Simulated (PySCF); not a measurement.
# Orbital picture of KB

UHF at R = 2.869 Å; basis K def2-TZVPP, B def2-TZVPP; no relativity; PySCF 2.14. State: ³Π (triplet), unpaired electrons σ ↑, π ↑. Only the outer orbitals are listed, counted within each symmetry.

```csv
spin,orbital,occ.,ε (eV),on K (%),main shells (%)
α,5σ,1,-47.69,100,100 K s
α,2π,1,-26.14,100,100 K p
α,2π,1,-26.14,100,100 K p
α,6σ,1,-26.06,99,99 K p
α,7σ,1,-12.94,4,96 B s
α,8σ,1,-5.48,14,"86 B p, 11 K s"
α,3π,1,-5.31,8,92 B p
α,9σ,0,-0.13,95,"65 K s, 29 K p"
α,3π,0,1.47,92,90 K p
α,4π,0,1.70,99,"84 K p, 15 K d"
β,5σ,1,-47.60,100,100 K s
β,2π,1,-26.10,100,100 K p
β,2π,1,-26.07,100,100 K p
β,6σ,1,-25.95,100,100 K p
β,7σ,1,-8.68,5,93 B s
β,8σ,0,-0.13,94,"65 K s, 28 K p"
β,3π,0,1.63,96,90 K p
β,3π,0,1.74,98,"88 K p, 10 K d"
```

Q: Which are the highest filled and the lowest empty level, where do they sit, and how wide is the gap?

A: Highest filled α 3π at -5.31 eV (in %: 92 B p); lowest empty α 9σ at -0.13 eV (in %: 65 K s, 29 K p); the gap at UHF is 5.18 eV.

* bond order (Mayer): 0.51
* ⟨S²⟩: 2.010
* charge on K (Mulliken, basis-dependent): 0.70
* charge on K (Löwdin, basis-dependent): 0.47
* dipole moment (positive dipole means K(−)B(+)): -10.12 D
* polarisability along the bond: 120.6 bohr³
* polarisability across the bond: 67.2 bohr³

The state was picked by a PBE0 search and need not be the measured ground state.
